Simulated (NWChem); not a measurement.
System: SnSiH3I, singlet; SMILES [SiH3][Sn][I]

Program: NWChem. Low-valent species are run as closed-shell singlets; no triplet was tried in these runs. The geometry was optimised at PBE0/def2-SVP. Not confirmed as a minimum by frequencies. def2 effective core potentials on Sn, I; no spin-orbit coupling. Ions are spin-unrestricted doublets at the neutral geometry; other ion states weren't tried.

For level PBE0/def2-SVP:

```yaml
vertical ionisation energy, ΔSCF (eV): 8.19
"−ε(HOMO) (eV)": 6.39
```

**Question.** Estimate the same quantities for level PBE/def2-SVP.

**Answer.** 
- vertical ionisation energy, ΔSCF (eV): 7.98
- −ε(HOMO) (eV): 5.43
